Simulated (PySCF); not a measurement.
H₃WN, singlet: molecular constants

Computed with PBE0/[W def2-TZVP with ECP60, N def2-TZVP, H def2-TZVP], scalar-relativistic core potentials, density fitting, no spin–orbit coupling, PySCF.

The structure is a minimum.

| Item | Value |
| --- | --- |
| Point group | C3v |
| Bond lengths | W–H 1.715 Å (×3), W–N 1.649 Å |
| Bond angles | H–W–H 118.0° (×3), H–W–N 98.2° (×3) |
| Enthalpy at 298.15 K above 0 K | 11.21 kJ/mol |
| Entropy at 298.15 K and 1 bar | 259.6 J/(mol K) |
| Rotational symmetry number | 3 |
| Highest occupied level | -8.89 eV |
| Rotational constants | 1.935, 0.4203, 0.4203 cm⁻¹ |
| Principal polarisabilities | 44.2, 44.2, 52.4 bohr³ |
| Heat capacity Cp at 298.15 K | 49.6 J/(mol K) |
| Zero-point energy | 65.7 kJ/mol |
| Atomisation energy without zero-point energy | 1503 kJ/mol |
| Lowest empty level | -2.87 eV |
| Dipole moment | 3.35 D |
| Principal quadrupole moments (Buckingham, traceless) about the centre of mass | -2.13, 1.07, 1.07 D Å |

Harmonic modes (masses in u: W 183.951, N 14.003, H 1.008):
```tsv
symmetry	ω (cm⁻¹)	IR (km/mol, summed over degenerate members)
e	690	21.5
a1	691	44.9
e	863	77.6
a1	1183	63.1
e	1998	435
a1	2008	41.6
```

In C3v the vibrations span 3e + 3a1.

Charges (e):
```tsv
atom	Mulliken	Löwdin	polar tensor	Mayer order to W1
W1	0.63	0.45	1.10	–
N2	-0.31	-0.23	-0.45	3.03
H3,4,5	-0.11	-0.07	-0.22	0.98
```

Mulliken populations on W1 (electrons outside its core potential): s 2.77, p 6.38, d 4.16, f 0.06.

Stability towards spin polarisation was not tested. Other isomers or separated fragments may lie lower. With an element this heavy the missing spin–orbit coupling can shift these numbers.

The final relaxation and frequency run took 28 s on 2 threads of a shared Arm Neoverse V2 host, with 89 basis functions and 11 gradients; the process peaked at 1.2 GiB.
